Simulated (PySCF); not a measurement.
C₂H₆ClSn, SMILES [CH3][Sn+]([CH3])[Cl], charge +1. Coordinates come from a PBE-D3(BJ)/def2-SVP optimisation. The spin state was assumed, not searched. The isomer is the one that the SMILES or the coordinates give; other isomers of the formula were not compared. The def2 effective core potentials stand for the cores of Sn; spin–orbit coupling is left out.

Computed equilibrium geometry at PBE-D3(BJ)/def2-SVP (PySCF confirms it by a frequency run) as Cartesian coordinates in Å:
```xyz
10

Sn    -0.2302     0.1066    -0.1332
C     -1.7864    -1.3516    -0.3203
H     -1.3093    -2.3495    -0.2999
H     -2.3400    -1.1679    -1.2609
H     -2.4540    -1.2198     0.5562
C      0.0468     2.1567    -0.6838
H      0.3894     2.1609    -1.7391
H      0.8245     2.5766    -0.0186
H     -0.9202     2.6870    -0.5887
Cl     1.6328    -0.7557     0.9434
```
Charge +1, spin multiplicity 1.
